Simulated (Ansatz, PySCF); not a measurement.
Reaction (SMILES): C/C=C(\C)CC + 4 C (CH4) -> C=C (C2H4) + 4 CC (C2H6) [ethane]
Structures are relaxed separately at B3LYP-D3(BJ)/def2-TZVP in Ansatz (a quantum-chemistry and plane-wave program), one conformer each, not searched for the lowest.

Quantity: bond separation energy (enthalpy at 298 K, with B3LYP-D3(BJ) rigid-rotor harmonic-oscillator terms from PySCF), in kcal/mol. Cores are frozen in the correlated levels unless marked. No spin-orbit coupling. Non-relativistic. CBS marks a two-point X^-3 extrapolation of the correlation energy; Hartree-Fock from the larger set. [CCSD(T)-MP2]/basis is that difference in the basis named.

From measured enthalpies of formation at 298 K: 18.8 kcal/mol (C/C=C(\C)CC -15.1, CRC Handbook; C (CH4) -17.8, ATcT 1.112; C=C (C2H4) 12.6, ATcT 1.112; CC (C2H6) -20.0, ATcT 1.112). It holds spin-orbit effects, and any other conformers, which the calculations lack, and core correlation, which the frozen-core levels lack. This is an older compilation, not checked against later work.

Rank these levels by their absolute error against the measured value, smallest first: wB97X/def2-TZVPD (Ansatz); RI-MP2/CBS(cc-pVTZ,cc-pVQZ)+[CCSD(T)-MP2]/cc-pVTZ (Ansatz); HF/6-31G (Ansatz); B3LYP/def2-TZVPD (Ansatz).

RI-MP2/CBS(cc-pVTZ,cc-pVQZ)+[CCSD(T)-MP2]/cc-pVTZ (17.0 kcal/mol, error -1.8), wB97X/def2-TZVPD (15.3 kcal/mol, error -3.5), B3LYP/def2-TZVPD (13.2 kcal/mol, error -5.6), HF/6-31G (11.5 kcal/mol, error -7.3)
